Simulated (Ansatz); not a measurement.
A structure relaxed at PBE0-D4/def2-TZVP, charge 0, multiplicity 1:

Cartesian coordinates in Å:
```
B 1.1522 -0.5102 0.4405
N -0.0314 -0.0318 -0.0411
C -1.0891 0.4206 -0.4553
F -1.5786 1.5966 -0.0432
H 1.1388 -1.2013 1.4161
H 2.1624 -0.2316 -0.1351
H -1.7543 -0.0423 -1.1820
```

Task: Give its formula and SMILES.

Result: CH3BFN, `BN=CF`.

Task: Point group (tolerance 0.08 Å, 0.16 Å for H)?

Result: Cs.

Task: Summarise the bond lengths by kind.

Result: 1 × B–N 1.364 Å; 2 × B–H 1.196 Å; 1 × C–N 1.223 Å; 1 × C–F 1.339 Å; 1 × C–H 1.088 Å.

Results of the Gaussian-basis code of Ansatz.
